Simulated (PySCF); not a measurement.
## Chromium: a sound run and one with changed settings

Sound run: Cr [Ar] 3d5 4s1, Cr⁺ [Ar] 3d5. Computed with PySCF 2.14 in jorge-DZP-DKH, with the spin-free X2C one-electron Hamiltonian (Gaussian nucleus). In the sound run the correlated levels freeze [Ar]. The sound run starts from symmetry-adapted Hartree-Fock orbitals and uses a fine grid where one is needed.

A second run was set up differently.

| species | method | sound run (hartree) | changed run (hartree) | converged |
| --- | --- | --- | --- | --- |
| Cr | MP2 | -1049.66873 | -1050.02339 | yes |
| Cr⁺ | MP2 | -1049.43971 | -1049.78540 | yes |

Ionisation energy of Cr:

| method | sound run (eV) | changed run (eV) |
| --- | --- | --- |
| UHF | 5.946 | 5.946 |
| MP2 | 6.232 | 6.476 |
| SCS-MP2 | 6.041 | 6.285 |

**Question.** What was changed?
A. level shift left on
B. too few SCF iterations
C. all electrons correlated in a valence basis
D. basis contracted for another Hamiltonian

**Answer.** C. A valence basis has no tight correlating functions, so it recovers only part of the core correlation, and not evenly between atom and ion.
